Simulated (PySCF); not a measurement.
**Computed properties of trichloro(chlorosilyl)silane (Cl4H2Si2), SMILES Cl[SiH2][Si](Cl)(Cl)Cl**

Cl4H2Si2, SMILES Cl[SiH2][Si](Cl)(Cl)Cl. Coordinates come from a ωB97X-D3(BJ)/def2-SVP optimisation. Other conformers were not sampled. All values are computed for the isolated molecule unless a solvent is named; none is compared with measurement here.

**Structure.** The optimised structure has Cs symmetry. All 18 harmonic modes at ωB97X-D3(BJ)/def2-SVP (PySCF) are real, so it is a minimum. With heavy atoms numbered as in [SiH2:1]([Cl:2])[Si:3]([Cl:4])([Cl:5])[Cl:6], the shortest bond between them is Si3–Cl5 at 2.046 Å and the longest Si1–Si3 at 2.312 Å.

**Vibrations.** The strongest infrared lines (harmonic, unscaled, degenerate partners summed) lie at 841 cm⁻¹ (191 km/mol, H 83 %, Si 16 %), 630 cm⁻¹ (161 km/mol, Si 67 %, Cl 32 %), 629 cm⁻¹ (111 km/mol, Si 61 %, Cl 30 %, H 9 %). The softest mode is at 33 cm⁻¹ and the zero-point energy is 16.1 kcal/mol.

**Electronic structure.** HF/def2-TZVP (PySCF) places the frontier levels at -11.38 and 2.26 eV, a gap of 13.64 eV, and gives a dipole moment of 1.54 D and a mean polarisability of 89.2 bohr³. PBE/def2-TZVP (PySCF) at the same geometry gives -7.28 and -2.01 eV, so its gap is 8.37 eV narrower. An orbital gap is neither the optical nor the fundamental gap.

**Excitations.** TDA-B3LYP/def2-SVPD (PySCF) has S1 at 6.07 eV (204 nm, f = 0.025, weak); the most intense of the 10 singlets computed lies at 6.68 eV (f = 0.14). T1 (TDA) is at 5.46 eV, 0.61 eV under S1. TDA-PBE/def2-SVPD (PySCF) puts S1 at 5.60 eV. No vertical singlet excitation falls in the visible range (under 3.1 eV).

**NMR.** GIAO shifts at PBE0/pcSseg-1 (PySCF) (non-relativistic, atoms alike by connectivity averaged): ¹H at 5.3 ppm against TMS; ²⁹Si from -26.6 to 36.1 ppm against TMS. Without spin–orbit terms, shifts of atoms bonded to Cl or Br come out too high.
